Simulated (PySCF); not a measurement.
# Electric field gradients and quadrupole coupling constants

Species: C₇H₈O₂P₂.
Numbering: `[CH3:1][O:2][C:3](=[O:4])[c:5]1[p:6][cH:7][c:8]([CH3:9])[cH:10][p:11]1` (hydrogens: H12, H13, H14 on C1; H15 on C7; H16, H17, H18 on C9; H19 on C10)

Cartesian coordinates in Å at the GFN2-xTB level; atoms count from 1:
```
atom  x, y, z in Å
C1     4.0324   -1.4628   -0.3908
O2     2.6415   -1.2500   -0.2282
C3     2.2185    0.0223   -0.3074
O4     2.9461    0.9679   -0.5004
C5     0.7722    0.1166   -0.1266
P6     0.1956    1.7582   -0.2073
C7    -1.5067    1.5435    0.0454
C8    -2.2333    0.3825    0.2558
C9    -3.7229    0.4956    0.4258
C10   -1.6863   -0.8932    0.3021
P11   -0.0404   -1.4021    0.1282
H12    4.5941   -0.8319    0.3017
H13    4.2088   -2.5150   -0.1820
H14    4.3348   -1.2199   -1.4122
H15   -2.0696    2.4704    0.0338
H16   -4.2215    0.1828   -0.4918
H17   -4.0206    1.5179    0.6437
H18   -4.0695   -0.1511    1.2292
H19   -2.3827   -1.7071    0.4735
```

Field gradients from the PBE0/pcSseg-1 density (PySCF, non-relativistic), principal values in atomic units, ordered |Vxx| ≤ |Vyy| ≤ |Vzz|:

| atom | Vxx | Vyy | Vzz |
| --- | --- | --- | --- |
| O2 | -0.4824 | -1.2434 | 1.7258 |
| O4 | 0.6967 | 0.8610 | -1.5577 |

Question: Find the asymmetry η = (Vxx − Vyy)/Vzz and the couplings χ = eQV/h (234.96 MHz × Q in barn × V in au), with Q(17O) = −0.0256 b.

Answer: 
```json
{"atom": "O2", "environment": "ester single-bonded oxygen", "nucleus": "17O", "η": "0.44", "χzz (MHz)": "-10.38", "χxx (MHz)": "2.90", "χyy (MHz)": "7.48"}
{"atom": "O4", "environment": "ester carbonyl oxygen", "nucleus": "17O", "η": "0.11", "χzz (MHz)": "9.37", "χxx (MHz)": "-4.19", "χyy (MHz)": "-5.18"}
```

Question: What is Vzz at O4 in SI units (1 au = 9.71736 × 10²¹ V/m²)?

Answer: -1.5577 au = -15.137 × 10²¹ V/m².

Question: What couplings would deuterons (Q(2H) = 0.00286 b) have in place of the hydrogens, at this geometry?

Answer: 
```
atom  bonded to  bond length (Å)  Vzz (au)     η  χzz (kHz)
 H12         C1            1.092    0.2943  0.10        198
 H13         C1            1.087    0.3062  0.08        206
 H14         C1            1.092    0.2954  0.10        199
 H15         C7            1.084    0.3181  0.08        214
 H16         C9            1.090    0.3094  0.02        208
 H17         C9            1.087    0.3132  0.04        210
 H18         C9            1.088    0.3120  0.03        210
 H19        C10            1.085    0.3176  0.08        213
```

Isolated species at its GFN2-xTB geometry (one conformer only). GFN2-xTB frequencies show an imaginary mode (40i cm⁻¹), so this geometry is no minimum at that level. GFN2-xTB bond lengths can be off by several hundredths of an ångström, more for odd bonds, and the gradients follow them. With so small a basis the couplings can be 20 % off.

The run behind these numbers computed NMR shieldings as well. Hardware: one thread of an x86-64 server, no GPU, on a shared host. Cost: 30 s wall.
